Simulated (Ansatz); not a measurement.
C₇H₁₀Ge⁺, that is GeH2MePh with one electron fewer. The state is a doublet with charge 1. Geometry PBE0-D4/def2-SVP; atoms count from 1.

```
atom   x (Å)   y (Å)   z (Å)
 Ge1   0.832  -0.304  -1.845
  H2   1.205  -1.773  -2.054
  H3  -0.056   0.287  -2.944
  C4   2.410   0.826  -1.489
  H5   3.002   0.791  -2.418
  H6   2.996   0.418  -0.656
  H7   2.106   1.859  -1.278
  C8  -0.150  -0.168  -0.137
  C9  -1.096   0.884   0.057
 C10  -1.994   0.809   1.097
 C11  -1.885  -0.250   2.030
 C12  -0.885  -1.245   1.905
 C13   0.015  -1.170   0.866
 H14  -1.147   1.712  -0.657
 H15  -2.775   1.563   1.221
 H16  -2.559  -0.274   2.893
 H17  -0.828  -2.050   2.640
 H18   0.810  -1.916   0.770
```

**Question.** Estimate the Mulliken populations from the PBE0/def2-TZVP orbitals of Ansatz.

**Answer.** 
```json
{"atom": "Ge1", "charge (e)": "0.14", "spin (α − β)": "-0.01"}
{"atom": "H2", "charge (e)": "0.09", "spin (α − β)": "0.00"}
{"atom": "H3", "charge (e)": "0.09", "spin (α − β)": "0.00"}
{"atom": "C4", "charge (e)": "-0.45", "spin (α − β)": "0.13"}
{"atom": "H5", "charge (e)": "0.19", "spin (α − β)": "0.01"}
{"atom": "H6", "charge (e)": "0.17", "spin (α − β)": "0.00"}
{"atom": "H7", "charge (e)": "0.17", "spin (α − β)": "0.00"}
{"atom": "C8", "charge (e)": "0.08", "spin (α − β)": "0.42"}
{"atom": "C9", "charge (e)": "-0.12", "spin (α − β)": "0.07"}
{"atom": "C10", "charge (e)": "-0.10", "spin (α − β)": "-0.02"}
{"atom": "C11", "charge (e)": "0.01", "spin (α − β)": "0.38"}
{"atom": "C12", "charge (e)": "-0.10", "spin (α − β)": "-0.02"}
{"atom": "C13", "charge (e)": "-0.12", "spin (α − β)": "0.06"}
{"atom": "H14", "charge (e)": "0.19", "spin (α − β)": "0.00"}
{"atom": "H15", "charge (e)": "0.19", "spin (α − β)": "0.00"}
{"atom": "H16", "charge (e)": "0.20", "spin (α − β)": "-0.02"}
{"atom": "H17", "charge (e)": "0.19", "spin (α − β)": "0.00"}
{"atom": "H18", "charge (e)": "0.18", "spin (α − β)": "0.00"}
```
Mulliken values depend strongly on the basis.

**Question.** Where does the spin sit?

**Answer.** Summed by element: Ge -0.01, H 0.00, C 1.01, of 1 unpaired in all. Largest on single atoms: C8 0.42, C11 0.38, C4 0.13.

**Question.** And the Mayer bond orders between heavy atoms (over 0.3)?

**Answer.** Ge1–C4 0.89 (1.97 Å); Ge1–C8 0.78 (1.97 Å); C8–C9 1.25 (1.43 Å); C8–C13 1.25 (1.43 Å); C9–C10 1.58 (1.38 Å); C10–C11 1.30 (1.42 Å); C11–C12 1.30 (1.42 Å); C12–C13 1.58 (1.38 Å).
